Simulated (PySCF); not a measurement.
Does the answer move with the share of exact exchange?

TMS, C4H12Si.
Structure used (GFN2-xTB), in Å, numbered top down from 1:
```
atom  x, y, z in Å
C1    -0.4066   -1.2134   -1.4194
Si2   -0.0012   -0.0007   -0.0018
C3     0.0081    1.7855   -0.6754
C4    -1.3198   -0.1549    1.3703
C5     1.7161   -0.4155    0.7216
H6    -1.3797   -1.0036   -1.8532
H7    -0.4187   -2.2416   -1.0702
H8     0.3270   -1.1480   -2.2173
H9     0.2425    2.5019    0.1064
H10   -0.9581    2.0579   -1.0892
H11    0.7465    1.9077   -1.4621
H12   -2.3121    0.0753    0.9941
H13   -1.3509   -1.1605    1.7791
H14   -1.1170    0.5258    2.1917
H15    1.7463   -1.4264    1.1171
H16    2.4931   -0.3368   -0.0328
H17    1.9775    0.2592    1.5312
```

PySCF, aug-pcSseg-1 basis, density fitting, gas phase, GFN2-xTB geometry. One functional is left out:

```csv
functional,exact exchange (%),HOMO energy (eV),LUMO energy (eV)
B97-D,0,-7.03,-0.59
BLYP,0,-6.94,-0.70
BP86,0,-7.13,-0.53
OPBE,0,-7.04,-0.74
B97-2,21,-8.09,-0.19
mPW1PW91,25,-8.36,-0.28
BHandHLYP,50,-9.56,0.03
```

**Question.** Predict the row of B3LYP (20 % exact exchange) by straight lines through the other rows, and check it.

**Answer.** 
| property | line | computed | computed − line | B97-2 (21 %), for comparison |
| --- | --- | --- | --- | --- |
| HOMO energy (eV) | -8.06 | -8.13 | -0.07 | -8.09 |
| LUMO energy (eV) | -0.34 | -0.44 | -0.10 | -0.19 |

**Question.** Which of these properties follows the share of exact exchange most closely, and which least?

**Answer.** Most closely the HOMO energy, least the LUMO energy; the correlations over the tabulated rows are HOMO energy -0.998, LUMO energy 0.947. The HOMO energy moves by -0.508 eV for every 10 %. Functionals with the same share still differ in their other parts: at 0 % BLYP and BP86 differ by 0.19 eV in it.
